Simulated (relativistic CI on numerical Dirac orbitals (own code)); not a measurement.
# One change at a time: Er²⁸⁺

Base calculation: Dirac-Coulomb-Breit CI, separate exchange-only KLI orbitals for each configuration, QED by a radiative potential, unscaled Slater integrals.

Configuration list (outside the closed core [Ar] 3d10): 4s²4p⁶4d⁴, 4s²4p⁵4d⁵, 4s²4p⁶4d³4f, 4s4p⁶4d⁵, 4s²4p⁵4d⁴4f, 4s4p⁶4d⁴4f, 4s²4p⁶4d³5s, 4s²4p⁶4d²4f5s, 4s²4p⁶4d³5p, 4s²4p⁶4d³5d, 4s²4p⁵4d⁴5s, 4s²4p⁶4d³5f, 4s²4p⁶4d²5s5p, 4p⁶4d⁵4f, 4s4p⁶4d³4f5s, 4s²4p⁶4d³6s, 4s²4p⁶4d³6p, 4s²4p⁶4d³6f, 4s²4p⁶4d³7p, 4p⁶4d⁶, 4p⁵4d⁷, 4p⁵4d⁶4f, 4s²4p⁶4d²5s², 4s²4p⁶4d4f5s², 4s²4p⁵4d²4f5s², 4s4p⁶4d²4f5s². Double excitations out of closed p, d and f shells are left out; levels of such configurations are missing from the list, as are those of other unlisted configurations, and high levels can miss mixing partners. These lack a partner that the ground configuration has and come out too high: 4s²4p⁵4d⁴5s.

Variants: (1) valence Slater integrals scaled by 0.9; (2) QED terms removed; (3) only the first configuration. Shifts of the energy above 4s²4p⁶4d⁴ ³P0, in cm⁻¹, for the lowest level and the first level of each name with at least 55 % of one term (blank where a level changes its place among those of its configuration and J or its character, or is not in the variant):

| Level | Base | Δ(1) | Δ(2) | Δ(3) |
| --- | --- | --- | --- | --- |
| 4s²4p⁶4d⁴ ³P0 | 0 | 0 | 0 | 0 |
| 4s²4p⁶4d⁴ ⁵D1 | 60954 | +2688 | -229 | +1430 |
| 4s²4p⁶4d⁴ ⁵D2 | 92164 | +1602 | -286 | +2188 |
| 4s²4p⁶4d⁴ ⁵D0 | 153139 | +1466 | -431 | +1601 |
| 4s²4p⁶4d⁴ ³H5 | 177330 | -633 | -445 | +4810 |
| 4s²4p⁶4d⁴ ³G4 | 200290 | -2507 | -450 | +4831 |
| 4s²4p⁶4d⁴ ³G5 | 271465 | -1143 | -676 | +4849 |
| 4s²4p⁶4d⁴ ³D1 | 273960 | -2079 | -650 | +2766 |
| 4s²4p⁶4d⁴ ³P2 | 281519 | -8630 | -515 | +1677 |
| 4s²4p⁶4d⁴ ¹G4 | 352203 |  | -676 | -114 |
| 4s²4p⁶4d⁴ ¹D2 | 358680 | -8979 | -703 | +1776 |
| 4s²4p⁵4d⁵ ⁵P°1 | 1265120 | +6287 | +507 |  |
| 4s²4p⁵4d⁵ ⁵H°7 | 1286288 | +3688 | +528 |  |

At this charge energies of transitions that change n are usually good to better than 1 %, and those within a shell (Δn = 0) to a few per cent. Terms inside the open d or f shell come out 10 to 20 % too wide with unscaled integrals.

Ionisation energy from the two ground configurations alone: base 1046.38 eV. The NIST ASD value (theoretical) is 1046 eV.

LS names give the leading component of a level, which can be under half, so a name can repeat, a term be missing and a line seem to break the LS rules.
